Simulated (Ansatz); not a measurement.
```xyz
12

C     1.2035    1.3847   -0.8746
C     0.0252    1.0973   -0.3344
C    -0.6858   -0.2069   -0.4658
Si   -0.3318   -1.2333    1.0615
Cl   -1.4753   -2.9496    1.0502
H     1.6800    2.3433   -0.7096
H     1.7281    0.6744   -1.5063
H    -0.4572    1.8425    0.2948
H    -1.7676   -0.0714   -0.5541
H    -0.3434   -0.7660   -1.3409
H    -0.6689   -0.4771    2.2917
H     1.0932   -1.6379    1.0874
```

The species carries charge 0 and has multiplicity 1.

(1) List the PBE0/def2-TZVPP orbital energies in eV (the Gaussian-basis code of Ansatz). (Best estimate.)

## Answers

(1) Computed: Occupied: -2767.23, -1803.44, -278.74, -278.43, -278.18, -259.09, -197.36, -197.23, -197.23, -145.69, -100.40, -100.31, -100.31, -23.05, -22.52, -19.61, -15.96, -14.77, -13.56, -12.45, -11.45, -10.88, -10.51, -10.31, -10.07, -9.04, -8.83, -7.43. Lowest empty: -0.31, 0.72, 0.98, 1.79, 1.95, 2.00, 2.27, 2.66.
